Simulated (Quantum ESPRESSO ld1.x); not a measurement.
Q: Pm37+, configuration [Ne] 3s2 3p5.5 3d6 4d0.5 (fractional occupations, a model configuration). Method: scalar-relativistic Kohn-Sham, LDA (Slater exchange, VWN5 correlation), spin-polarised, spherical densities, point nucleus; open shells are filled with parallel spins first; computed with ld1.x of Quantum ESPRESSO 7.5. Some entries of the table are withheld. Estimate them.

orbital,occ.,eigenvalue (eV),r(max) (bohr),<1/r> (bohr^-1)
1s up,1,-46809.7,0.01480,67.38
1s down,1,-46807.9,0.01480,67.38
2s up,1,-9098.39,0.08369,15.65
2s down,1,-9081.72,0.08364,15.67
2p up,3,-8328.05,0.06746,14.72
2p down,3,-8314.30,0.06740,14.74
3s up,1,-3182.57,0.2323,6.009
3s down,1,-3163.09,0.2325,5.991
3p up,3,-2942.02,0.2259,5.706
3p down,2.5,-2922.19,0.2262,5.688
3d up,5,(1),(2),5.439
3d down,1,(3),(4),5.428
4d up,0.5,-1367.49,0.4747,2.757
4d down,0,-1356.29,0.4761,2.752

A: 
(1) 3d up eigenvalue (eV): -2642.17
(2) 3d up r(max) (bohr): 0.1820
(3) 3d down eigenvalue (eV): -2619.02
(4) 3d down r(max) (bohr): 0.1823
